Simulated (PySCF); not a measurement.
**How methods differ on the ionisation energy of Cu⁺**

Cu⁺ [Ar] 3d10 (1S) → Cu²⁺ [Ar] 3d9 (2D), as a difference of total energies. Computed with PySCF 2.14 in x2c-TZVPall, with the spin-free X2C one-electron Hamiltonian (Gaussian nucleus). Correlated levels: valence: [Ar] frozen. The calculations carry no spin-orbit coupling.

```json
{"method": "UHF", "ionisation energy (eV)": "17.228"}
{"method": "PBE0", "ionisation energy (eV)": "20.287"}
{"method": "TPSS", "ionisation energy (eV)": "20.583"}
{"method": "MP2 (valence)", "ionisation energy (eV)": "20.459"}
{"method": "SCS-MP2 (valence)", "ionisation energy (eV)": "20.054"}
```

Problem. How much does correlation contribute at MP2 (valence)?

Solution. 20.459 − (17.228) = 3.231 eV, measured against UHF.

The reference lies between the lowest fine-structure levels, while these numbers refer to the centres of the terms.

Errors of the correlated levels include the incompleteness of this basis and the frozen core.

For comparison: 20.292 eV (measured; NIST Atomic Spectra Database, ionization energies).
